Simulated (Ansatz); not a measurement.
Total energies of cis-Cu(NH3)2Cl2 (CuN2Cl2H6) from Ansatz at PBE0-D4/def2-TZVPD, gas phase (1 Eh = 27.2114 eV = 2625.5 kJ/mol). The reference geometry is relaxed at r2SCAN-D4/def2-SVP.

```csv
atom,x (Å),y (Å),z (Å)
Cu1,0.023,0.855,-0.006
N2,-0.199,-0.530,1.535
H3,0.210,0.063,2.270
H4,0.304,-1.419,1.512
H5,-1.166,-0.729,1.801
N6,0.170,-0.561,-1.528
H7,-0.213,0.041,-2.269
H8,-0.373,-1.425,-1.490
H9,1.126,-0.808,-1.794
Cl10,-0.695,2.266,-1.570
Cl11,0.815,2.247,1.539
```

| state | geometry | energy (Eh) |
| --- | --- | --- |
| charge 0 doublet | reference | -2673.56942 |
| charge -1 singlet | reference | -2673.62422 |
| free Cu atom (doublet) | – | -1640.24421 |
| free N atom (quartet) | – | -54.54388 |
| free H atom (doublet) | – | -0.50104 |
| free Cl atom (doublet) | – | -459.99797 |

Task: Work out the vertical electron affinity, to the singlet.

Result: E(charge 0 doublet) − E(charge -1 singlet) = -2673.56942 − (-2673.62422) = 0.05480 Eh = 1.49 eV.

Task: What is the binding energy per atom against free atoms?

Result: Atoms: 1 × (-1640.24421) + 2 × (-54.54388) + 6 × (-0.50104) + 2 × (-459.99797) = -2672.33415 Eh. Binding: -2672.33415 − (-2673.56942) = 1.23527 Eh = 33.61 eV, or 3.06 eV for each of 11 atoms (no zero-point energy, no counterpoise term).

At PBE0-D4/def2-TZVPD the highest occupied level of the charge -1 singlet lies above zero (up to 0.11 eV). By energy differences its removal costs 1.49 eV (vertical, to the charge 0 doublet, at PBE0-D4/def2-TZVPD), and other spins of that charge weren't run; a positive level beside a positive removal energy at the same level points to self-interaction error.
